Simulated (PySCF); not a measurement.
# One molecule, several mistakes: B2GeH4O

Calculated results; nothing here was measured. They come from PySCF 2.14.0, an open-source quantum chemistry program, on an isolated molecule that a program drew, which may never have been made. The molecule is B2GeH4O (charge 0, singlet), drawn as the SMILES string `BB[O][GeH]`.

Each row is a Hartree-Fock (HF) and frozen-core CCSD(T) single point in the cc-pVDZ basis, meant for a local HF minimum. Run 1 is clean. Each other run has one planted mistake out of seven kinds, and not every kind appears here: one electron removed, one electron added, multiplicity raised by two, geometry at a saddle point, minimal basis STO-3G, one bond length entered in bohr, all coordinates scaled. The reference is restricted for singlets and unrestricted otherwise, and also for a bond in bohr. Adding or removing an electron swaps singlet and doublet. Electrons count all cores. HOMO and LUMO are orbital energies over both spins, the gradient is its largest component, and the lowest frequency (negative if imaginary) is given only where the gradient is small. Bond lengths are over the 7 bonds as drawn. T1 is the CCSD diagnostic: over 0.02 (restricted) or 0.045 (unrestricted) a single reference is doubtful. Germanium has the cc-pVDZ-PP basis, with a core potential (ECP10MDF) in place of its 10 inner electrons, and its 3s, 3p and 3d shells are frozen in CCSD(T).

Geometry of the clean run:
```xyz
8
B2GeH4O, angstrom
B    -2.8913    0.1083    0.7008
B    -1.5085    1.0417    0.3369
O    -0.5763    1.3068    1.2896
Ge    0.9398    2.2800    1.0539
H    -2.9053   -1.0885    0.5655
H    -3.9170    0.6118    1.0818
H    -1.3409    1.4829   -0.7869
H     1.4100    2.1021    2.5606
```

| run | electrons | basis functions | <S^2> | HOMO (eV) | LUMO (eV) | gradient (hartree/bohr) | lowest frequency (cm^-1) | mean bond (Å) | longest bond (Å) | T1 | HF (hartree) | CCSD(T) (hartree) | mistake |
|---|---|---|---|---|---|---|---|---|---|---|---|---|---|
| 1 | 54 | 85 | 0.000 | -9.41 | 0.46 | 1.9e-05 | 94 | 1.4428 | 1.817 | 0.0159 | -419.94066 | -420.42132 | no fault |
| 2 | 53 | 85 | 0.798 | -14.95 | -7.59 | 4.3e-02 | - | 1.4428 | 1.817 | 0.0424 | -419.62759 | -420.09333 | one electron removed |
| 3 | 54 | 85 | 0.000 | -9.43 | 0.35 | 6.2e-06 | -268 | 1.4485 | 1.821 | 0.0160 | -419.93188 | -420.41324 | geometry at a saddle point |
| 4 | 55 | 85 | 0.765 | -0.87 | 5.70 | 6.6e-02 | - | 1.4428 | 1.817 | 0.0214 | -419.94745 | -420.43874 | one electron added |
| 5 | 54 | 85 | 0.665 | -9.22 | 0.36 | 2.0e-02 | - | 1.5959 | 2.276 | 0.0604 | -419.82456 | -420.30513 | one bond length entered in bohr |
| 6 | 54 | 85 | 0.000 | -9.08 | 0.80 | 1.4e-01 | - | 1.3029 | 1.641 | 0.0130 | -419.85673 | -420.32159 | ? |

**Which mistake was planted in run 6, and what did it cost?**

The mean and the longest bond both change by the same factor, 0.903, and the gradient is no longer small. So the mistake is: all coordinates scaled. Subtracting run 1 and multiplying by 627.51 kcal/mol a hartree, the energy moved by 52.7 kcal/mol in HF and 62.6 kcal/mol in CCSD(T).

Cautions from the logs. Run 5: T1 is over the limit, so its CCSD(T) energy is less reliable.
